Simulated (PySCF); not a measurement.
Job file and geometry (Å, from GFN2-xTB) of an NMR shielding run on SMILES CC[Si@@H](Cl)SCS[SiH3], C₃H₁₁ClS₂Si₂, GIAO PBE0/pcSseg-1 NMR shielding, non-relativistic, gas phase (PySCF 2.14.0, density-fitted response routines); density fitting, a coarse starting grid and PySCF grid level 2 are the driver's defaults:

```
$ OMP_NUM_THREADS=1 python probes_run.py task.json out

{"job": {"kind": "nmr", "xc": "PBE0", "basis": "pcSseg-1"}, "charge": 0, "multiplicity": 1}
C     -2.989071     0.963692    -0.252458
C     -2.404764    -0.345374    -0.780177
Si    -1.116727    -1.112365     0.394564
Cl    -0.291151    -2.726891    -0.509076
S      0.431167     0.317991     0.863427
C      1.286185     0.425233    -0.756709
S      2.851724     1.318569    -0.665083
Si     3.917785     0.071990     0.729878
H     -2.202625     1.695844    -0.085348
H     -3.504855     0.802566     0.690687
H     -3.698869     1.379108    -0.964411
H     -1.952625    -0.163708    -1.759726
H     -3.214394    -1.058120    -0.946570
H     -1.627100    -1.470238     1.705774
H      0.654370     0.975003    -1.449907
H      1.469618    -0.585012    -1.116497
H      3.745895    -1.298074     0.256644
H      3.357134     0.259808     2.058732
H      5.278497     0.559230     0.593958
```

Question: What does the program print?

Answer: 
```
coarse grid: 18200 points
cycle   1  E = -1955.5873258193  dE =  5.575e-01  |g| = 4.364e-01  |ddm| = 3.988e+00
cycle   2  E = -1955.5782926854  dE =  9.033e-03  |g| = 4.896e-01  |ddm| = 1.026e+00
cycle   3  E = -1955.6403638339  dE = -6.207e-02  |g| = 4.220e-02  |ddm| = 5.541e-01
cycle   4  E = -1955.6407253199  dE = -3.615e-04  |g| = 1.899e-02  |ddm| = 6.498e-02
cycle   5  E = -1955.6408057829  dE = -8.046e-05  |g| = 5.876e-03  |ddm| = 2.464e-02
cycle   6  E = -1955.6408140004  dE = -8.217e-06  |g| = 2.389e-03  |ddm| = 8.910e-03
final grid: 151808 points
cycle   7  E = -1955.6896669864  dE = -2.697e-05  |g| = 1.148e-02  |ddm| = 3.059e-02
cycle   8  E = -1955.6896372258  dE =  2.976e-05  |g| = 1.557e-02  |ddm| = 2.335e-02
cycle   9  E = -1955.6896981215  dE = -6.090e-05  |g| = 1.344e-03  |ddm| = 1.456e-02
cycle  10  E = -1955.6896985832  dE = -4.616e-07  |g| = 2.908e-04  |ddm| = 1.758e-03
cycle  11  E = -1955.6896986049  dE = -2.178e-08  |g| = 6.392e-05  |ddm| = 3.468e-04
cycle  12  E = -1955.6896986059  dE = -9.622e-10  |g| = 2.244e-05  |ddm| = 8.962e-05
converged SCF energy = -1955.6896986059

GIAO shielding tensors (ppm)
atom      isotropic    diamagn.    paramagn.     s11        s22        s33       span
  0 C      177.631     247.181     -69.551    170.295    175.064    187.532     17.237
  1 C      171.061     254.629     -83.569    155.296    168.743    189.143     33.847
  2 Si     331.372     880.261    -548.888    275.011    337.821    381.285    106.274
  3 Cl     944.209    1150.401    -206.192    837.660    959.284   1035.682    198.022
  4 S      602.281    1061.663    -459.382    491.085    544.506    771.253    280.168
  5 C      151.576     255.716    -104.139    121.656    164.062    169.012     47.356
  6 S      650.494    1056.919    -406.425    503.012    570.417    878.054    375.043
  7 Si     404.173     879.469    -475.296    361.337    402.702    448.481     87.144
  8 H       30.423      31.371      -0.949     24.410     31.534     35.323     10.913
  9 H       30.968      29.035       1.934     26.428     28.477     38.000     11.572
 10 H       30.429      27.559       2.870     25.312     27.332     38.643     13.332
 11 H       30.579      33.478      -2.899     26.838     30.229     34.670      7.831
 12 H       30.570      29.404       1.166     24.865     29.895     36.951     12.086
 13 H       26.393      29.883      -3.490     23.087     23.661     32.433      9.346
 14 H       27.953      33.363      -5.410     19.645     30.131     34.084     14.439
 15 H       27.901      34.271      -6.371     19.464     30.117     34.121     14.657
 16 H       27.170      29.379      -2.209     23.435     25.978     32.098      8.663
 17 H       26.570      29.520      -2.949     22.121     26.285     31.305      9.184
 18 H       27.288      28.050      -0.763     23.600     24.539     33.724     10.124
```

Question: Turn these shieldings into chemical shifts. Shifts are taken against calculated references (same method and geometry level): TMS for 13C (σ = 186.93 ppm), 29Si (σ = 349.16 ppm), 1H (σ = 31.72 ppm); HCl for 35Cl (σ = 949.78 ppm); 33S (σ = 503.73 ppm) vs CS2.

Answer: Averaging equivalent atoms: C 5: 35.3; C 1: 15.9; C 0: 9.3; Si 2: 17.8; Si 7: -55.0; Cl 3: 6; S 4: -99; S 6: -147; H 13: 5.32; H 16/17/18: 4.71; H 15: 3.82; H 14: 3.76; H 12: 1.15; H 11: 1.14; H 8/9/10: 1.11 ppm. 

Size and cost of the density-fitted run: 226 basis functions, 80 s wall time on 1 thread of an Arm Neoverse V1, shared host; peak memory 1 GiB.
